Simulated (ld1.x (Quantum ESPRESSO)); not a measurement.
## Which change was made? (Pb, TM)

ld1.x (Quantum ESPRESSO) 7.5 input, shortened:

```
&input
   title='Pb', zed=82., rel=1, dft='PBE', iswitch=3,
   config='[Xe] 4f14 5d10 6s2 6p1.5'
 /
 &inputp
   pseudotype=2, tm=.true., lloc=0,
   nlcc=.false.
 /
2
6P  2  1   1.50   0.00  2.50  2.50  0.0
6S  1  0   2.00   0.00  1.60  1.60  0.0
 &test
   configts(1)='6s2 6p1.5'
 /
```

Cutoffs, loose and tight: the cutoffs (Ry, on a coarse ladder) from which the occupation-weighted sum of valence levels, in a spherical-Bessel basis at the reference potential, stays within 10 and 1 mRy of its value at 400 Ry. They do not see the model core or the augmentation charge, which bear on the density cutoff. Test errors are all-electron minus pseudo excitation energies from the reference, over the configurations 6s2 6p2; 6s2 6p1; 6s2 6p0; 6s0 6p4; 6s1 6p2; 6s1 6p0; 6s1 6p3; variants that change the core or the reference have their own tests.

The base gives: outcome: generated; cutoff, loose: 45 Ry; cutoff, tight: 100 Ry; bound ghosts: none; largest test error (meV): +200.

Task: After one change the result is: outcome: generated; cutoff, loose: 140 Ry; cutoff, tight: 300 Ry; bound ghosts: p, d; largest test error (meV): +765. Which change was it?
A. all radii scaled by about 1.19 (s 1.90, p 2.98 bohr)
B. all radii scaled by about 1.04 (s 1.66, p 2.60 bohr)
C. all radii scaled by about 0.80 (s 1.28, p 2.02 bohr)
D. all radii scaled by about 0.90 (s 1.44, p 2.24 bohr)

Result: C. The others give: all radii scaled by about 0.90 (s 1.44, p 2.24 bohr) → outcome: generated; cutoff, loose: 90 Ry; cutoff, tight: 180 Ry; bound ghosts: d; largest test error (meV): +258 | all radii scaled by about 1.04 (s 1.66, p 2.60 bohr) → outcome: generated; cutoff, loose: 30 Ry; cutoff, tight: 80 Ry; bound ghosts: none; largest test error (meV): +193 | all radii scaled by about 1.19 (s 1.90, p 2.98 bohr) → outcome: generated; cutoff, loose: 21 Ry; cutoff, tight: 40 Ry; bound ghosts: none; largest test error (meV): +174.
